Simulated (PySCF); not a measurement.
Cartesian coordinates in Å; atom numbers follow the order of the lines, from 1:
```xyz
6

W     0.000    0.000    0.093
O     0.000   -0.008    1.761
Cl    2.230    0.005   -0.463
Cl   -0.003    2.233   -0.452
Cl   -2.230   -0.001   -0.464
Cl    0.003   -2.228   -0.474
```

Geometry: PBE0-D3(BJ)/def2-SVP; GIAO absolute shieldings from PySCF 2.14, gas phase, scalar relativity only through the core potential, averaged over equivalent atoms.

At B3LYP/pcSseg-1 (def2-TZVP on W) (153 basis functions, 13 s wall time on 1 thread of an x86-64 server CPU, shared host):
| atoms | σ (ppm) |
| --- | --- |
| O2 | -579.4 |
| Cl3/Cl4/Cl5/Cl6 | 296.4 |

Predict the values at PBE0/pcSseg-1 (def2-TZVP on W) on the same geometry.

## Answers


```
          atoms  σ at PBE0/pcSseg-1 (def2-TZVP on W)  change
             O2                               -588.7    -9.3
Cl3/Cl4/Cl5/Cl6                                327.9   +31.5
```

The largest change is at Cl3/Cl4/Cl5/Cl6 (chlorine bonded to W). Cost: 153 basis functions, 13 s wall time on 1 thread of an x86-64 server CPU, shared host.

W is described by an effective core potential, so it has no shielding of its own here; spin–orbit effects on the atoms bonded to it, which can be large, are absent, and the values of these neighbours are rough.
